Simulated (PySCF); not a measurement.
2-methyl-1,3-dioxole (C4H6O2), SMILES CC1OC=CO1.

Geometry: PBE0-D3(BJ)/def2-SVP. The values are those of a single conformer.

Two levels are set side by side: PBE/def2-TZVP (PySCF) and CAM-B3LYP/def2-TZVP (PySCF). Same geometry, gas phase. Differences are taken from unrounded values.

| quantity | CAM-B3LYP | PBE | PBE minus CAM-B3LYP |
|---|---|---|---|
| orbital gap (eV) | 9.08 | 4.34 | -4.74 |
| highest occupied level (eV) | -7.06 | -4.43 | 2.63 |
| lowest empty level (eV) | 2.02 | -0.09 | -2.12 |
| dipole moment (D) | 0.62 | 0.54 | -0.08 |
| mean polarisability (bohr³) | 51.2 | 53.4 | 2.2 |

Without exact exchange PBE keeps part of each electron's self-repulsion, which lifts occupied levels and narrows the gap. PBE's more diffuse valence density responds more strongly to a field. Differences between two approximate levels are no errors against the true value.

Rough cost on one machine, each run with all the roots and properties that it gave: CAM-B3LYP against PBE within a factor of 2.
